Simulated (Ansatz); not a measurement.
Breaking the C5–H7 bond in C2H5Ga (SMILES C=[CH][GaH2]) (multiplicity 1 held, fragments rigid). Energies count from the point at 1.087 Å.
Geometry at that point (charge 0, multiplicity 1):
```xyz
8

Ga    -0.08715     0.10105     0.73306
H     -0.76540     1.51897     0.78933
H      0.22795    -0.70698     2.04227
C      0.34544    -0.60894    -1.04140
C      0.07373     0.08545    -2.14907
H      0.81534    -1.58266    -1.15772
H      0.30336    -0.28541    -3.14482
H     -0.39458     1.06457    -2.11108
```

Signs of static correlation in cc-pVTZ, with CASSCF(2,2), from Ansatz (a quantum-chemistry and plane-wave program) runs.

```json
[
 {"R (Å)": "0.870", "T1 of restricted CCSD": "0.011", "⟨S²⟩ of UHF": "0.000", "largest double amplitude of restricted CCSD": "0.091", "weight of the CASSCF reference in MRCISD": "0.880", "CASSCF natural occupations": "1.99 0.01"},
 {"R (Å)": "0.978", "T1 of restricted CCSD": "0.011", "⟨S²⟩ of UHF": "0.000", "largest double amplitude of restricted CCSD": "0.091", "weight of the CASSCF reference in MRCISD": "0.880", "CASSCF natural occupations": "1.99 0.01"},
 {"R (Å)": "1.087", "T1 of restricted CCSD": "0.011", "⟨S²⟩ of UHF": "0.000", "largest double amplitude of restricted CCSD": "0.091", "weight of the CASSCF reference in MRCISD": "0.879", "CASSCF natural occupations": "1.98 0.02"},
 {"R (Å)": "1.196", "T1 of restricted CCSD": "0.011", "⟨S²⟩ of UHF": "0.000", "largest double amplitude of restricted CCSD": "0.090", "weight of the CASSCF reference in MRCISD": "0.879", "CASSCF natural occupations": "1.98 0.02"},
 {"R (Å)": "1.305", "T1 of restricted CCSD": "0.011", "⟨S²⟩ of UHF": "0.000", "largest double amplitude of restricted CCSD": "0.090", "weight of the CASSCF reference in MRCISD": "0.878", "CASSCF natural occupations": "1.97 0.03"},
 {"R (Å)": "1.468", "T1 of restricted CCSD": "0.012", "⟨S²⟩ of UHF": "0.000", "largest double amplitude of restricted CCSD": "0.090", "weight of the CASSCF reference in MRCISD": "0.878", "CASSCF natural occupations": "1.94 0.06"},
 {"R (Å)": "1.631", "T1 of restricted CCSD": "0.013", "⟨S²⟩ of UHF": "0.152", "largest double amplitude of restricted CCSD": "0.090", "weight of the CASSCF reference in MRCISD": "0.877", "CASSCF natural occupations": "1.91 0.09"},
 {"R (Å)": "1.902", "T1 of restricted CCSD": "0.016", "⟨S²⟩ of UHF": "0.749", "largest double amplitude of restricted CCSD": "…", "weight of the CASSCF reference in MRCISD": "0.877", "CASSCF natural occupations": "1.83 0.17"},
 {"R (Å)": "2.174", "T1 of restricted CCSD": "0.023", "⟨S²⟩ of UHF": "…", "largest double amplitude of restricted CCSD": "0.250", "weight of the CASSCF reference in MRCISD": "0.876", "CASSCF natural occupations": "1.71 0.29"},
 {"R (Å)": "2.500", "T1 of restricted CCSD": "0.034", "⟨S²⟩ of UHF": "1.140", "largest double amplitude of restricted CCSD": "0.378", "weight of the CASSCF reference in MRCISD": "0.876", "CASSCF natural occupations": "1.54 0.46"},
 {"R (Å)": "2.935", "T1 of restricted CCSD": "0.052", "⟨S²⟩ of UHF": "1.198", "largest double amplitude of restricted CCSD": "0.544", "weight of the CASSCF reference in MRCISD": "0.877", "CASSCF natural occupations": "1.32 0.68"},
 {"R (Å)": "3.479", "T1 of restricted CCSD": "0.069", "⟨S²⟩ of UHF": "1.216", "largest double amplitude of restricted CCSD": "0.712", "weight of the CASSCF reference in MRCISD": "0.877", "CASSCF natural occupations": "1.15 0.85"}
]
```

What belongs in the gaps?


- 1.902, largest double amplitude of restricted CCSD: 0.147
- 2.174, ⟨S²⟩ of UHF: 1.011

Doubts at one or more of the structures used: a restricted determinant that unrestricted orbitals would lower (R-CCSD(T)/cc-pVTZ); other coupled-cluster roots lie near (R-CCSD(T)/cc-pVTZ); T1 above 0.05 (R-CCSD(T)/cc-pVTZ, U-CCSD(T)/cc-pVTZ); a spin-contaminated determinant (U-CCSD(T)/cc-pVTZ); the program's own flag: large difference (U-CCSD(T)/cc-pVTZ).
